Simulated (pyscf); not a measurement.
H₂N–Re(=O)(=O)=O, singlet

Gas-phase minimum from PySCF at ωB97X-D3(BJ)/def2-SVP, one conformer. 

```xyz
7

N     -0.7000     0.2865    -1.7956
Re    -0.8710    -1.2706    -0.6960
O     -1.4689    -0.7704     0.8067
O      0.6603    -1.9829    -0.5800
O     -1.9533    -2.3753    -1.3892
H     -1.3594     1.0597    -1.7653
H     -0.0654     0.3387    -2.5881
```

Bonded distances (Å): N1–Re2 1.914, N1–H6 1.017, N1–H7 1.017, Re2–O3 1.693, Re2–O4 1.693, Re2–O5 1.695. Angles (°): Re2–N1–H6 122.9, Re2–N1–H7 123.1, H6–N1–H7 112.9, N1–Re2–O3 107.5, N1–Re2–O4 107.5, N1–Re2–O5 110.6, O3–Re2–O4 112.5, O3–Re2–O5 109.3, O4–Re2–O5 109.4.

Properties at ωB97X-D3(BJ)/def2-SVP:

```
Quantity                                                                                                                                                                                             Value
---------------------------------------------------------------------------------------------------------------------  -----------------------------------------------------------------------------------
Harmonic wavenumbers, unscaled                                                                                         96, 251, 256, 297, 344, 371, 382, 721, 750, 1039, 1043, 1083, 1519, 3597, 3706 cm⁻¹
Zero-point energy                                                                                                                                                                            22.1 kcal/mol
Rotational symmetry number                                                                                                                                                                               1
Entropy of this conformer at 298 K and 1 atm, rigid rotor and harmonic oscillator, modes under 100 cm⁻¹ raised to 100                                                                      339.1 J/(mol K)
Dipole moment                                                                                                                                                                                       4.33 D
```

Single-point totals, which compare only within one level:

| level | total energy (hartree) |
|---|---|
| ωB97X-D3(BJ)/def2-TZVP | -360.23654 |
| PBE/def2-TZVP | -359.97496 |
| r²SCAN/def2-TZVP | -360.11279 |
| B3LYP-D3(BJ)/def2-TZVP | -360.21782 |
| PBE0-D3(BJ)/def2-TZVP | -359.86989 |
| M06-2X/def2-TZVP | -359.91271 |
| ωB97M-D3(BJ)/def2-TZVP | -360.18073 |

Soft torsions are taken as harmonic, which can shift the entropy by several J/(mol K). Elements past Kr carry the def2 core potentials, without spin-orbit coupling.
